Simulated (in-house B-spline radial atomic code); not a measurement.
P. Computed with a B-spline radial atomic code. Model: non-relativistic spherical atom: semilocal Troullier-Martins pseudo-atom, one channel per l, against all electrons, high spin, G0W0 and RPA with empty states to l = 8, local potential for every l without a channel, a model core (radius 0 = none) keeps its share of the functional.

What the tables leave out is listed at the end.

The pseudopotential gives back the lowest level of each angular momentum of its own functional in the configuration it was made in; a second state of the same l is only approximately right. Exact exchange, RPA and GW see the smooth pseudo-orbitals and miss the exchange with the core, for which the functional's share stands in. The column with an uncorrelated core keeps all orbitals and exact exchange, and so separates missing core correlation from pseudisation. Only the three outermost levels and the lowest empty one were computed. RPA here is direct RPA, with no exchange kernel, and its energies carry an (l + 1/2)⁻⁴ tail. A hybrid on a potential with a model core restores only its own semilocal share of the core's exchange.

Command:
```bash
python run_psgw.py task.json out
```
Settings (lengths in bohr, energies in hartree):
```
Z                      15
electrons              15
configuration          [Ne] 3s2 3p3
generated_in           [Ne] 3s2 3p3
functional             lda,vwn
core_shells            1
radius_factor          1.15
core_correction        False
```

Run time, properties included: 29 s on 1 thread of Arm Neoverse N1, with other jobs on the host.

Given: made with LDA VWN5; model core radius 0 bohr; local radius 0.504 bohr; mean-field start LDA VWN5.

Valence shells of the generating configuration: 2s, 2p, 3s, 3p.

Channel: s 0.485, p 0.612 (radii in bohr).

Computed: largest level miss in the spin-unpolarised generating configuration 0.104 eV; valence RPA correlation energy all-electron orbitals -0.73289 hartree; valence RPA correlation energy pseudo -0.70911 hartree; all-electron RPA polarisability, core included 23.315 bohr³.

```json
{"level": "3p up", "occupied": "1", "mean-field all-electron (eV)": "-6.2961", "mean-field pseudo minus all (eV)": "0.111", "G0W0 all-electron (eV)": "-10.126", "G0W0 uncorrelated core minus all (eV)": "0.004", "G0W0 pseudo minus all (eV)": "0.137", "exchange self-energy all-electron (eV)": "-16.859", "exchange self-energy pseudo (eV)": "-16.47"}
{"level": "3s down", "occupied": "1", "mean-field all-electron (eV)": "-12.25", "mean-field pseudo minus all (eV)": "-0.073", "G0W0 all-electron (eV)": "-15.948", "G0W0 uncorrelated core minus all (eV)": "0.002", "G0W0 pseudo minus all (eV)": "-0.099", "exchange self-energy all-electron (eV)": "-15.414", "exchange self-energy pseudo (eV)": "-15.188"}
{"level": "3p down (empty)", "occupied": "0", "mean-field all-electron (eV)": "-4.1223", "mean-field pseudo minus all (eV)": "0.098", "G0W0 all-electron (eV)": "-1.2047", "G0W0 uncorrelated core minus all (eV)": "0.004", "G0W0 pseudo minus all (eV)": "0.062", "exchange self-energy all-electron (eV)": "-3.7899", "exchange self-energy pseudo (eV)": "-3.5332"}
```

**Question.** What is the pseudo-atom RPA polarisability?

**Answer.** 23.954 bohr³.

Given: mean-field start PBE0.

Computed: valence RPA correlation energy all-electron orbitals -0.69643 hartree; all-electron RPA polarisability, core included 19.574 bohr³; pseudo-atom RPA polarisability 19.985 bohr³.

```json
{"level": "3p up", "occupied": "1", "mean-field all-electron (eV)": "-7.5331", "mean-field pseudo minus all (eV)": "0.108", "G0W0 all-electron (eV)": "-10.456", "G0W0 uncorrelated core minus all (eV)": "0.004", "G0W0 pseudo minus all (eV)": "0.153", "exchange self-energy all-electron (eV)": "-16.846", "exchange self-energy pseudo (eV)": "-16.507"}
{"level": "3s down", "occupied": "1", "mean-field all-electron (eV)": "-13.139", "mean-field pseudo minus all (eV)": "-0.035", "G0W0 all-electron (eV)": "-16.159", "G0W0 uncorrelated core minus all (eV)": "0.002", "G0W0 pseudo minus all (eV)": "-0.076", "exchange self-energy all-electron (eV)": "-15.349", "exchange self-energy pseudo (eV)": "-15.114"}
{"level": "3p down (empty)", "occupied": "0", "mean-field all-electron (eV)": "-2.664", "mean-field pseudo minus all (eV)": "0.083", "G0W0 all-electron (eV)": "-0.78832", "G0W0 uncorrelated core minus all (eV)": "0.003", "G0W0 pseudo minus all (eV)": "0.088", "exchange self-energy all-electron (eV)": "-3.5106", "exchange self-energy pseudo (eV)": "-3.2928"}
```

**Question.** What is the valence RPA correlation energy pseudo?

**Answer.** -0.67385 hartree.

Given: mean-field start Hartree-Fock.

Computed: valence RPA correlation energy pseudo -0.59818 hartree; all-electron RPA polarisability, core included 14.327 bohr³; pseudo-atom RPA polarisability 14.643 bohr³.

| level | occupied | mean-field all-electron (eV) | mean-field pseudo minus all (eV) | G0W0 all-electron (eV) | G0W0 uncorrelated core minus all (eV) | G0W0 pseudo minus all (eV) | exchange self-energy all-electron (eV) | exchange self-energy pseudo (eV) |
| --- | --- | --- | --- | --- | --- | --- | --- | --- |
| 3p up | 1 | -10.67 | 0.161 | -10.919 | 0.004 | 0.163 | -16.704 | -16.371 |
| 3s down | 1 | -15.134 | -0.14 | -16.362 | 0.002 | -0.114 | -14.892 | -14.733 |
| 3s up | 1 | -22.755 | -0.08 | -20.442 | 0.002 | -0.054 | -22.596 | -22.332 |

**Question.** What is the valence RPA correlation energy all-electron orbitals?

**Answer.** -0.61791 hartree.

Among the listed levels the largest G0W0 shift of the pseudo-atom is +0.16 eV, for 3p up on the Hartree-Fock start, while leaving the core uncorrelated moves that level by +0.00 eV. So pseudisation and the lost core exchange, not the missing core correlation, make the error. Not in the tables (levels of low weight, unsolved or above zero; the highest and the empty levels are kept at any weight): on LDA the G0W0 levels 3s up (pseudo minus all -4.78 eV, weights 0.02 and 0.07); on PBE0 the G0W0 levels 3s up (pseudo minus all -0.15 eV, weights 0.20 and 0.33).
